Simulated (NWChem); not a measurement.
System: C4H9Al; SMILES C=[CH][Al]([CH3])[CH3]

Here is an NWChem input.

```
start job
memory heap 200 mb stack 900 mb global 1100 mb
geometry units angstroms noautoz
  Al    -0.033221     0.444115     0.002603
  C     -1.126090     2.072424     0.002861
  H     -2.209754     1.875181     0.007055
  H     -0.905663     2.697537    -0.880484
  H     -0.899191     2.701921     0.881396
  C      1.928878     0.529941     0.002070
  H      2.355236     0.015401     0.880924
  H      2.311764     1.562882     0.007830
  H      2.354103     0.026169    -0.883589
  C     -0.863358    -1.328620     0.002187
  C     -0.131857    -2.456075    -0.001793
  H     -1.955557    -1.464684     0.004499
  H     -0.577871    -3.460059    -0.002717
  H      0.966085    -2.436045    -0.004293
end
basis spherical
  * library def2-svp
end
dft
  xc pbe0
  iterations 150
end
tddft
  cis
  nroots 6
  notriplet
end
task tddft energy
```

Excerpt of the output:

```
             Northwest Computational Chemistry Package (NWChem) 7.3.0
             --------------------------------------------------------

 C1  symmetry detected

                             Geometry "geometry" -> ""
                             -------------------------

 Output coordinates in angstroms (scale by  1.889725989 to convert to a.u.)

  No.       Tag          Charge          X              Y              Z
 ---- ---------------- ---------- -------------- -------------- --------------
    1 Al                  13.0000    -0.02407533     0.44018066     0.00054546
    2 C                    6.0000    -1.09484841     2.08310366    -0.00085247
    3 H                    1.0000    -2.18107875     1.90052111     0.00330905
    4 H                    1.0000    -0.86583841     2.70439483    -0.88471016
    5 H                    1.0000    -0.85962429     2.71026054     0.87716646
    6 C                    6.0000     1.93900409     0.49949336     0.00031228
    7 H                    1.0000     2.35821457    -0.01997602     0.87970471
    8 H                    1.0000     2.33580774     1.52717263     0.00522807
    9 H                    1.0000     2.35754412    -0.01076559    -0.88481734
   10 C                    6.0000    -0.87808373    -1.32117838     0.00154512
   11 C                    6.0000    -0.16187915    -2.45841506    -0.00129313
   12 H                    1.0000    -1.97202151    -1.44247391     0.00376866
   13 H                    1.0000    -0.62141473    -3.45628291    -0.00141075
   14 H                    1.0000     0.93623368    -2.45322064    -0.00360049

 Effective nuclear repulsion energy (a.u.)     194.9941823599

                                 NWChem DFT Module
                                 -----------------

 Summary of "ao basis" -> "ao basis" (spherical)
 ------------------------------------------------------------------------------
       Tag                 Description            Shells   Functions and Types
 ---------------- ------------------------------  ------  ---------------------
 Al                         def2-svp                 8       18   4s3p1d
 C                          def2-svp                 6       14   3s2p1d
 H                          def2-svp                 3        5   2s1p

[...]

                                NWChem TDDFT Module
                                -------------------

            General Information
            -------------------
           No. of orbitals :     238
            Alpha orbitals :     119
             Beta orbitals :     119
        Alpha frozen cores :       0
         Beta frozen cores :       0
     Alpha frozen virtuals :       0
      Beta frozen virtuals :       0
         Spin multiplicity :       1
    Number of AO functions :     119
        Use of symmetry is : off
      Symmetry adaption is : off
         Schwarz screening :  0.10D-07

              XC Information
              --------------
                  PBE0 Method XC Functional
              Hartree-Fock (Exact) Exchange   0.25
   PerdewBurkeErnzerhof Exchange Functional   0.75
     Perdew 1991 LDA Correlation Functional   1.00 local
    PerdewBurkeErnz. Correlation Functional   1.00 non-local

             TDDFT Information
             -----------------
          Calculation type : Tamm-Dancoff TDDFT
         Wavefunction type : Restricted singlets
          No. of electrons :      46
           Alpha electrons :      23
            Beta electrons :      23
              No. of roots :       6
          Max subspacesize :    5200
            Max iterations :     100
               Target root :       1
           Target symmetry : none
      Symmetry restriction : off
                 Algorithm : Optimal
        Davidson threshold :  0.10D-03

    6 smallest eigenvalue differences (eV)
--------------------------------------------------------
  No. Spin  Occ  Vir  Irrep   E(Occ)    E(Vir)   E(Diff)
--------------------------------------------------------
    1    1   23   24 a        -0.278    -0.036     6.583
    2    1   22   24 a        -0.280    -0.036     6.626
    3    1   21   24 a        -0.285    -0.036     6.761
    4    1   23   25 a        -0.278     0.031     8.407
    5    1   22   25 a        -0.280     0.031     8.450
    6    1   21   25 a        -0.285     0.031     8.586
--------------------------------------------------------

  Entering Davidson iterations
  Restricted singlet excited states

  Iter   NTrls   NConv    DeltaV     DeltaE      Time
  ----  ------  ------  ---------  ---------  ---------
    1      6       0     0.14E+00   0.10+100       12.5
    2     12       0     0.29E-01   0.36E-01       12.6
    3     18       0     0.72E-02   0.96E-03       12.5
    4     24       0     0.41E-01   0.36E-02       12.3
    5     30       2     0.18E-01   0.45E-02       12.9
    6     34       4     0.62E-02   0.78E-03       10.9
    7     36       5     0.22E-02   0.10E-03        9.0
    8     37       5     0.60E-03   0.14E-04        7.0
    9     38       6     0.71E-04   0.54E-06        6.8
  ----  ------  ------  ---------  ---------  ---------
  Convergence criterion met

  Ground state a        -399.751769809083 a.u.

  ----------------------------------------------------------------------------
  Root   1 singlet a              0.186745172 a.u.                5.0816 eV
  ----------------------------------------------------------------------------
     Transition Moments    X  0.00048   Y  0.00036   Z  0.03163
     Dipole Oscillator Strength                    0.0001245753
     Electric Quadrupole                           0.0000000150
     Magnetic Dipole                               0.0000000095
     Total Oscillator Strength                     0.0001245998

[...]
```

Level: PBE0/def2-SVP, TDA. All runs use the structure optimised with PBE0/def2-SVP.
